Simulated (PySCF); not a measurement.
B(F)2(NMe2) (C₂H₆BF₂N), SMILES CN(C)B(F)F. Atoms are numbered in the order given.

```xyz
12

B      0.0000     0.0000     0.7847
F      0.0000     1.1397     1.4814
F      0.0000    -1.1397     1.4814
N      0.0000     0.0000    -0.6140
C      0.0000     1.2250    -1.3900
C      0.0000    -1.2250    -1.3900
H      0.8914     1.2845    -2.0414
H     -0.8914     1.2845    -2.0414
H      0.0000     2.0959    -0.7226
H     -0.8914    -1.2845    -2.0414
H      0.8914    -1.2845    -2.0414
H      0.0000    -2.0959    -0.7226
```
Charge 0, spin multiplicity 1.

Coordinates come from a B3LYP-D3(BJ)/def2-SVP optimisation. One conformer was computed; it need not be the lowest.

Calculation: PySCF with B3LYP/def2-TZVP.

Atomic charges (e):

```
atom  Löwdin    IAO
----  ------  -----
B1     -1.01   0.72
F2      0.31  -0.35
F3      0.31  -0.35
N4      0.20    [?]
C5     -0.27    [?]
C6     -0.27    [?]
H7      0.11    [?]
H8      0.11    [?]
H9      0.13    [?]
H10     0.11    [?]
H11     0.11    [?]
H12     0.13    [?]
```

Q: What belongs in the gaps? (The exact figures need the calculation; the answer reports its results.)

A: 
- N4, IAO: -0.30
- C5, IAO: -0.29
- C6, IAO: -0.29
- H7, IAO: 0.13
- H8, IAO: 0.13
- H9, IAO: 0.16
- H10, IAO: 0.13
- H11, IAO: 0.13
- H12, IAO: 0.16

Q: Give the Mayer and Wiberg (Löwdin basis) orders of the bonds. (Estimate from the structure and the level; the computed values follow.)

A: 
```tsv
bond	Mayer	Wiberg
B1–F2	1.14	2.03
B1–F3	1.14	2.03
B1–N4	1.37	1.60
N4–C5	0.92	1.24
N4–C6	0.92	1.24
C5–H7	0.97	0.92
C5–H8	0.97	0.92
C5–H9	0.97	0.90
C6–H10	0.97	0.92
C6–H11	0.97	0.92
C6–H12	0.97	0.90
```
